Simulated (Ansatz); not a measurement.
AlCl2(OH) (AlCl₂OH). The state is a triplet with charge 0. Geometry PBE0-D4/def2-TZVP, that of the neutral singlet; atoms count from 1.

Cartesian coordinates in Å:
```
Al 0.1748 0.1989 -0.2868
Cl 1.9867 0.3394 -1.2783
Cl -1.4046 1.4391 -0.8280
O 0.0241 -0.9280 0.9459
H -0.7810 -1.0493 1.4472
```

At PBE0-D4/def2-TZVP a singlet of charge 0 lies 6.66 eV below the triplet at the same geometry.

**Question.** Estimate the Mulliken populations from the PBE0/def2-TZVP orbitals of Ansatz.

**Answer.** 
| atom | charge (e) | spin (α − β) |
| --- | --- | --- |
| Al1 | 0.06 | 0.90 |
| Cl2 | -0.02 | 0.37 |
| Cl3 | 0.02 | 0.44 |
| O4 | -0.34 | 0.23 |
| H5 | 0.28 | 0.06 |
Mulliken values and Mayer orders depend strongly on the basis.

**Question.** Where does the spin sit?

**Answer.** Summed by element: Al 0.90, Cl 0.81, O 0.23, H 0.06, of 2 unpaired in all. Largest on single atoms: Al1 0.90, Cl3 0.44, Cl2 0.37.

**Question.** And the Mayer bond orders between bonded heavy atoms (over 0.3)?

**Answer.** Al1–Cl2 0.93 (2.07 Å); Al1–Cl3 0.88 (2.08 Å); Al1–O4 0.95 (1.68 Å).
